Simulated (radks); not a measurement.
Results of a calculation; reference values are marked as such.
All-electron atom: Rh in [Kr] 4d8 5p1 (not the ground configuration). Level of theory: Dirac Kohn-Sham, PBE, spin-unpolarised, spherical densities, finite nucleus; open shells fill j = l - 1/2 first; Fermi nuclear charge, rms radius 4.4945 fm (a radial shooting solver on a logarithmic mesh with Libxc functionals).

Unscreened Slater integrals over Kohn-Sham orbitals (hartree). Large and small components are both included. Empty in this configuration: 5p3/2.

integral             value
F0(5p1/2,5p1/2)    0.19147
F0(5p1/2,4d5/2)    0.25019
G3(5p1/2,4d5/2)   0.021807
F0(5p1/2,4d3/2)    0.25053
G1(5p1/2,4d3/2)   0.028556
F0(5p1/2,4p3/2)    0.25590
G2(5p1/2,4p3/2)  0.0075340
F0(5p1/2,5p3/2)    0.18751
G2(5p1/2,5p3/2)   0.094302
F0(4d5/2,4d5/2)    0.58089
F2(4d5/2,4d5/2)    0.28146
F4(4d5/2,4d5/2)    0.18134
F0(4d5/2,4d3/2)    0.58532
F2(4d5/2,4d3/2)    0.28382
G2(4d5/2,4d3/2)    0.28370
G4(4d5/2,4d3/2)    0.18286
F0(4d5/2,4p3/2)    0.67534
F2(4d5/2,4p3/2)    0.32182
G1(4d5/2,4p3/2)    0.39984
G3(4d5/2,4p3/2)    0.24239
F0(4d5/2,5p3/2)    0.24082
F2(4d5/2,5p3/2)   0.054504
G1(4d5/2,5p3/2)   0.025905
G3(4d5/2,5p3/2)   0.019091
F0(4d3/2,4d3/2)    0.58984
F2(4d3/2,4d3/2)    0.28627
F0(4d3/2,4p3/2)    0.68196
F2(4d3/2,4p3/2)    0.32677
G1(4d3/2,4p3/2)    0.40743
G3(4d3/2,4p3/2)    0.24712
F0(4d3/2,5p3/2)    0.24112
F2(4d3/2,5p3/2)   0.053562
G1(4d3/2,5p3/2)   0.024575
G3(4d3/2,5p3/2)   0.018297
F0(4p3/2,4p3/2)    0.82438
F2(4p3/2,4p3/2)    0.43154
F0(4p3/2,5p3/2)    0.24593
F2(4p3/2,5p3/2)   0.034345
G0(4p3/2,5p3/2)  0.0056527
G2(4p3/2,5p3/2)  0.0069937
F0(5p3/2,5p3/2)    0.18382
F2(5p3/2,5p3/2)   0.092661
